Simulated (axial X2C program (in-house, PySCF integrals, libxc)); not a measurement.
Bond lengths and stretching modes, held linear, of NGeN

Computed with an axial X2C code built on PySCF integrals: two-component X2C with atomic mean-field Coulomb and Gaunt terms, Gaussian nuclei, basis N dyall-av3z, Ge dyall-v3z with contracted cores. Spin-free rows use the one-electron spin-free X2C Hamiltonian.

Masses N 14.003, Ge 73.921, N 14.003 u. States: 2c Ω = 1 (beyond evenly filled blocks: ω = -1/2, ω = 3/2); spin-free M_S = 1, Λ = 0 (beyond evenly filled blocks: π+α, π-α).

r2SCAN, 2c: energies above the lowest point

| r(N–Ge) (Å) | r(Ge–N) (Å) | E (meV) |
| --- | --- | --- |
| 1.6682 | 1.6682 | 73.25 |
| 1.6682 | 1.7110 | 31.78 |
| 1.6682 | 1.7538 | 38.79 |
| 1.7110 | 1.6682 | 31.78 |
| 1.7110 | 1.7110 | 0.00 |
| 1.7110 | 1.7538 | 16.40 |
| 1.7110 | 1.7966 | 69.33 |
| 1.7538 | 1.6682 | 38.79 |
| 1.7538 | 1.7110 | 16.40 |
| 1.7538 | 1.7538 | 41.90 |
| 1.7966 | 1.7110 | 69.33 |
| 1.7966 | 1.7966 | 173.79 |

Question: Fit a quadratic surface with cubic terms in each bond: where is the minimum, and what are the two stretching wavenumbers?

Answer: At r2SCAN, 2c: bonds 1.715 and 1.715 Å; harmonic stretches 742.4 and 769.4 cm⁻¹; force constants 4.09, 4.09 and coupling 0.79 mdyn/Å.

The other levels and Hamiltonians give:

```json
{"Hamiltonian": "2c", "level": "PBE0", "r(N–Ge) (Å)": "1.709", "r(Ge–N) (Å)": "1.709", "lower stretch (cm⁻¹)": "735.5", "upper stretch (cm⁻¹)": "780.2"}
{"Hamiltonian": "2c", "level": "HF", "r(N–Ge) (Å)": "1.759", "r(Ge–N) (Å)": "1.759", "lower stretch (cm⁻¹)": "667.3", "upper stretch (cm⁻¹)": "712.0"}
{"Hamiltonian": "spin-free", "level": "PBE0", "r(N–Ge) (Å)": "1.709", "r(Ge–N) (Å)": "1.709", "lower stretch (cm⁻¹)": "735.8", "upper stretch (cm⁻¹)": "780.3"}
{"Hamiltonian": "spin-free", "level": "HF", "r(N–Ge) (Å)": "1.759", "r(Ge–N) (Å)": "1.759", "lower stretch (cm⁻¹)": "667.5", "upper stretch (cm⁻¹)": "712.4"}
{"Hamiltonian": "spin-free", "level": "r2SCAN", "r(N–Ge) (Å)": "1.715", "r(Ge–N) (Å)": "1.715", "lower stretch (cm⁻¹)": "742.5", "upper stretch (cm⁻¹)": "769.5"}
```

Each state is one determinant, the lowest of a limited PBE0 search; the stretches come from a fit to these few points and carry an uncertainty of a few per cent. Other orders of the atoms were not compared. Left out for rough or failed fits: MP2 2c, MP2 spin-free. The molecule was held linear; bending was not examined, so a bent shape may lie lower. Open-shell Ω = 0 determinants with evenly filled partner blocks cannot be reached by this program, so the Ω shown need not be the lowest component. Note: several unpaired electrons, one determinant need not be a pure state.
